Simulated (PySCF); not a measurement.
Hf(I)4, HfI₄, SMILES [I][Hf]([I])([I])[I] (PBE0/def2-SVP optimised geometry):

```
5

Hf    -0.898    -1.266     0.000
I     -1.794    -2.527    -2.191
I      1.784    -1.266     0.000
I     -1.784     1.266     0.000
I     -1.798    -2.532     2.187
```

Level of theory: PySCF 2.14.0 with PBE0/def2-TZVP, def2 effective core potentials past Kr.

### Question
What are the frontier orbital energies and the dipole moment?

### Answer
HOMO-2 -7.90 eV, HOMO-1 -7.90 eV, HOMO -7.90 eV, LUMO -2.63 eV, LUMO+1 -2.63 eV; dipole moment 0.00 D.

On the same geometry PBE/def2-TZVP, def2 effective core potentials past Kr in PySCF gives HOMO-2 -6.82 eV, HOMO-1 -6.82 eV, HOMO -6.82 eV, LUMO -3.29 eV, LUMO+1 -3.29 eV; dipole moment 0.00 D.
